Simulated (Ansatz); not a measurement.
Born–Oppenheimer molecular dynamics of C3H10OSi2 (16 atoms, charge 0, multiplicity 1). It starts from a relaxed structure.

Level of theory: RKS PBE/6-31G in Ansatz.

```
ensemble        : NVT, Langevin thermostat
time step       : 0.5 fs
steps asked     : 100
set temperature : 300 K
friction        : 0.001 /fs
seed            : 784235
```

First frame:

```xyz
16
Properties=species:S:1:pos:R:3
C 1.015 -1.438 0.542
C 1.092 -0.010 0.039
O 2.312 0.679 0.424
C 0.591 0.301 -1.381
Si -0.434 1.199 0.012
Si -2.608 0.454 0.492
H 1.787 -2.065 0.051
H 0.032 -1.891 0.327
H 1.183 -1.470 1.631
H 3.055 0.326 -0.137
H 0.128 -0.518 -1.943
H 1.226 0.954 -1.990
H -0.091 2.654 0.187
H -3.637 1.103 -0.413
H -2.998 0.745 1.927
H -2.675 -1.045 0.276
```

(1) How far do the bonds stretch over the last three quarters of this one trajectory? (Pairs bonded in most of those frames.)

Answers

(1) 
| bond | mean (Å) | spread (Å) | shortest | longest |
| --- | --- | --- | --- | --- |
| C1–C2 | 1.525 | 0.023 | 1.48 | 1.56 |
| C1–H7 | 1.109 | 0.007 | 1.09 | 1.12 |
| C1–H8 | 1.104 | 0.024 | 1.07 | 1.14 |
| C1–H9 | 1.103 | 0.011 | 1.09 | 1.12 |
| C2–O3 | 1.451 | 0.023 | 1.42 | 1.52 |
| C2–C4 | 1.529 | 0.037 | 1.47 | 1.57 |
| C2–Si5 | 1.981 | 0.050 | 1.90 | 2.03 |
| O3–H10 | 0.993 | 0.010 | 0.98 | 1.01 |
| C4–Si5 | 1.959 | 0.027 | 1.90 | 1.98 |
| C4–H11 | 1.099 | 0.034 | 1.04 | 1.16 |
| C4–H12 | 1.104 | 0.026 | 1.06 | 1.14 |
| Si5–Si6 | 2.357 | 0.032 | 2.32 | 2.41 |
| Si5–H13 | 1.509 | 0.041 | 1.45 | 1.57 |
| Si6–H14 | 1.522 | 0.046 | 1.45 | 1.59 |
| Si6–H15 | 1.520 | 0.053 | 1.44 | 1.60 |
| Si6–H16 | 1.517 | 0.031 | 1.47 | 1.56 |

Mean temperature of the second half: 141 K. The mean temperature of the second half is 53 % below the set value. A run of 0.05 ps of so small a system gives no equilibrium averages. Limits of this set-up: no polarisation functions.

Time of the run: 11 min on 1 thread of Arm Neoverse V1, on a shared host, peak memory 0.15 GiB.
